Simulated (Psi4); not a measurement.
Calculation: SAPT0/jun-cc-pVDZ, frozen core in Psi4.

Psi4 input:

```
molecule {
0 1
Si 1.17087096 0.01224066 -0.05384269
Si -1.17087040 -0.01225441 0.05381121
H 1.72192628 -1.27484974 0.43580863
H 1.61954831 0.21838617 -1.45249135
H 1.71294029 1.10934134 0.78434329
H -1.72192346 1.27483781 -0.43583654
H -1.71304294 -1.10936305 -0.78429443
H -1.61944904 -0.21833878 1.45250187
--
1 1
N 1.19432475 3.69106120 2.65323523
H 2.02917594 4.11105692 3.07436627
H 1.34958709 2.68734284 2.51479008
H 0.39127512 3.83002907 3.27494505
H 1.00726298 4.13581258 1.74884179
units angstrom
symmetry c1
no_reorient
no_com
}
set basis jun-cc-pvdz
set scf_type df
set freeze_core true
energy('sapt0')
```

Part of the output:

```
    SAPT Results
  --------------------------------------------------------------------------------------------------------
    Electrostatics                  0.17930920 [mEh]       0.11251822 [kcal/mol]       0.47077625 [kJ/mol]
      Elst10,r                      0.17930920 [mEh]       0.11251822 [kcal/mol]       0.47077625 [kJ/mol]

    Exchange                        1.11420989 [mEh]       0.69917726 [kcal/mol]       2.92535767 [kJ/mol]
      Exch10                        1.11420989 [mEh]       0.69917726 [kcal/mol]       2.92535767 [kJ/mol]
      Exch10(S^2)                   1.11313946 [mEh]       0.69850556 [kcal/mol]       2.92254726 [kJ/mol]

    Induction                      -5.10558768 [mEh]      -3.20380464 [kcal/mol]     -13.40471859 [kJ/mol]
      Ind20,r                      -5.33143765 [mEh]      -3.34552764 [kcal/mol]     -13.99768763 [kJ/mol]
      Exch-Ind20,r                  0.53469503 [mEh]       0.33552620 [kcal/mol]       1.40384161 [kJ/mol]
      delta HF,r (2)               -0.30884505 [mEh]      -0.19380320 [kcal/mol]      -0.81087257 [kJ/mol]

    Dispersion                     -0.73598373 [mEh]      -0.46183676 [kcal/mol]      -1.93232501 [kJ/mol]
      Disp20                       -0.77590389 [mEh]      -0.48688704 [kcal/mol]      -2.03713538 [kJ/mol]
      Exch-Disp20                   0.03992016 [mEh]       0.02505028 [kcal/mol]       0.10481037 [kJ/mol]
      Disp20 (SS)                  -0.38795194 [mEh]      -0.24344352 [kcal/mol]      -1.01856769 [kJ/mol]
      Disp20 (OS)                  -0.38795194 [mEh]      -0.24344352 [kcal/mol]      -1.01856769 [kJ/mol]
      Exch-Disp20 (SS)              0.02243588 [mEh]       0.01407873 [kcal/mol]       0.05890540 [kJ/mol]
      Exch-Disp20 (OS)              0.01748428 [mEh]       0.01097155 [kcal/mol]       0.04590497 [kJ/mol]

  Total HF                         -3.81206858 [mEh]      -2.39210915 [kcal/mol]     -10.00858467 [kJ/mol]
  Total SAPT0                      -4.54805230 [mEh]      -2.85394591 [kcal/mol]     -11.94090968 [kJ/mol]
```
